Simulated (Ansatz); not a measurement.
Geometry optimisation, RKS PBE0/def2-SVP in Ansatz.

Input:

```yaml
crystal:
  periodic: [false, false, false]
  atoms:
    - { symbol: "N", position_ang: [0.0945, 1.6578, 0.2857] }
    - { symbol: C, position_ang: [-0.494, 0.4706, -0.3023] }
    - { symbol: F, position_ang: [-1.6991, 0.6457, -1.0212] }
    - { symbol: Ge, position_ang: [-0.4046, -1.0216, 0.8721] }
    - { symbol: Ge, position_ang: [0.8131, -0.6085, -1.2104] }
    - { symbol: H, position_ang: [1.06638, 1.7609, 0.14236] }
    - { symbol: H, position_ang: [-0.37096, 2.50185, -0.18335] }
    - { symbol: H, position_ang: [-1.5348, -2.0841, 0.621] }
    - { symbol: H, position_ang: [0.4357, -0.9017, 2.1672] }
    - { symbol: H, position_ang: [2.2972, -0.3011, -0.8353] }
    - { symbol: H, position_ang: [0.2798, -1.483, -2.3346] }
basis:
  gaussian: { orbitals: def2-SVP }
hamiltonian:
  xc: pbe0
relax:
  f_tol: 0.015
  max_steps: 40
```

Run as:

```bash
$ ansatz run input.yaml --threads 2 --pin off --max-ram 3072MiB --backend cpu --events-out ev --progress --plain --runs-dir out
```

Q: Where does it end, and by what steps?

A: It converged. After 14 steps the energy has fallen by 1.231 eV; H7 moved furthest, 1.07 Å.

```tsv
step	energy less start (eV)	largest force component (eV/Å)	accepted
0	0.0000	3.440	yes
1	-0.6037	1.338	yes
2	-0.5379	2.414	no
3	-0.7345	0.190	yes
4	-0.7738	0.209	yes
5	-0.8441	0.527	yes
6	-0.9421	1.161	yes
7	-1.0617	0.701	yes
8	-1.1531	0.565	yes
9	-1.1887	0.916	yes
10	-1.2268	0.106	yes
11	-1.2231	0.156	no
12	-1.2311	0.048	yes
13	-1.2314	0.025	yes
14	-1.2315	0.006	yes
```

```xyz
11
Properties=species:S:1:pos:R:3
N 0.241 1.657 0.163
C -0.352 0.519 -0.384
F -1.492 0.743 -1.150
Ge -0.418 -1.069 0.839
Ge 0.935 -0.838 -1.107
H 0.597 2.311 -0.532
H -0.350 2.150 0.830
H -1.673 -1.942 0.728
H 0.089 -0.859 2.270
H 2.421 -0.460 -1.083
H 0.484 -1.575 -2.373
```

The run took 50 s on 2 threads of Intel(R) Xeon(R) 6975P-C (Granite Rapids), with other jobs on the host, peak memory 0.42 GiB.
